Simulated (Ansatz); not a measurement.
Calculated with Ansatz (gas phase, PBE0-D4/def2-TZVP geometries, no zero-point term in ΔE). CBS: MP2 limit from def2 TZ/QZ plus the TZ coupled-cluster correction, frozen cores. This one scheme is used for every species. Functionals use def2-TZVPP. One conformer a species, not always the lowest.

Consider the ligand exchange at the Al–O bond: `O[SiH]([SiH3])[O][AlH2]` + CH₃NH₂ → `C[NH][AlH2]` + `O[SiH](O)[SiH3]`.

Task: Is it downhill or uphill in electronic energy at CCSD(T)/CBS, and by how much? (An estimate is asked.)

Result: Computed: Uphill: ΔE = +0.67 eV.

Task: What do these levels give: PBE-D4, revPBE-D4, B2PLYP, PBE-QIDH, PBE, revPBE? (Estimate.)

Result: The calculation gave: PBE-D4 0.56, revPBE-D4 0.56, B2PLYP 0.67, PBE-QIDH 0.66, PBE 0.55, revPBE 0.57 eV.

Task: What do rigid-rotor, harmonic-oscillator terms from PBE0-D4/def2-TZVP frequencies (298.15 K, 1 bar) make of the CCSD(T)/CBS value? (Best estimate.)

Result: Computed: ΔZPE = -0.01 eV, ΔH = +0.64 eV, ΔS = -27 J/(mol·K), ΔG = +0.72 eV. Modes under 50 cm⁻¹ make the entropy rough.

Largest T1 diagnostic among the species: 0.013.

Leaving LDA and LC-ωPBE aside and taking each functional with its dispersion term where it has one, the values, not all of them listed here, spread over 0.19 eV, from PBE-D4 to BHLYP-D4. LDA lies −0.06 eV from PBE without D4. From PBE to PBE0 (25 % exact exchange), in def2-TZVPP and without D4, ΔE moves by +0.06 eV.
